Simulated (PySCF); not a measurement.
## Electronic structure of Br³⁺ (bromine, charge +3) at the UHF level

Configuration: [Ar] 3d10 4s2 4p2, high-spin 3P determinant. Computed with PySCF 2.14 in x2c-SVPall (5s4p3d, 32 functions), with scalar relativity by spin-free X2C-1e.

| Quantity | Value |
| --- | --- |
| Total energy | -2601.543591 hartree |
| One-electron energy | -3574.2196 hartree |
| Hartree (Coulomb) energy | 1062.8634 hartree |
| Exchange energy | -90.1874 hartree |
| ⟨S²⟩ | 2.0066 |
| ⟨L²⟩ | 2.019 |
| Sum of ⟨r⟩ | 18.48 bohr |
| Sum of ⟨r²⟩ | 20.33 bohr² |
| Traceless quadrupole moment −½Σ⟨3z² − r²⟩ along its main axis | 1.47 e·bohr² |
| Langevin diamagnetic susceptibility | -16.1 ×10⁻⁶ cm³/mol |
| Time after the integrals | 0.06 s of wall time on 1 thread of Intel(R) Xeon(R) 6975P-C (shared host) |

```
shell  electrons  mean orbital energy (eV)  spread (eV)  rms radius, mean of both spins (bohr)
 1s α          1                  -13593.9            0                                 0.0493
 1s β          1                  -13593.5            0                                 0.0493
 2s α          1                   -1863.9            0                                  0.205
 2s β          1                   -1863.7            0                                  0.205
 2p α          3                   -1643.9        0.123                                  0.183
 2p β          3                   -1643.6        0.294                                  0.183
 3s α          1                   -315.97            0                                  0.588
 3s β          1                   -315.35            0                                  0.588
 3p α          3                   -243.95        0.109                                  0.607
 3p β          3                   -243.13        0.912                                  0.607
 3d α          5                   -124.28        0.480                                  0.648
 3d β          5                   -123.85        0.869                                  0.648
 4s α          1                   -63.307            0                                   1.68
 4s β          1                   -56.608            0                                   1.68
 4p α          2                   -46.565            0                                   1.91
```

Densities and radii are taken from the X2C orbitals without a picture-change correction, which distorts them close to the nucleus.
